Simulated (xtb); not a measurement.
xtb input:

```bash
xtb mol.xyz --gfn 2 --ohess tight --chrg -1 --uhf 0
```
mol.xyz:
```
10

C     -0.91710674     0.71416592    -0.12119581
C      0.39842137     1.18667864    -0.02430315
C      1.32188337    -0.03267269     0.16372098
C      0.33983303    -1.12145304     0.25892373
C     -0.89757237    -0.66282489     0.10964221
H     -1.72775466     1.32850752    -0.23174474
H      0.80063251     2.12930799    -0.17948618
H      2.00835614    -0.12398550    -0.57511544
H      0.61497972    -2.18696592     0.45524239
H     -1.87135306    -1.25282944     0.12729510
```

### Question
Predict the final energy.

### Answer
-13.39014 Eh (GFN2-xTB).

It need not be the lowest isomer of its formula. Whether it binds its extra electron was not tested at this geometry.
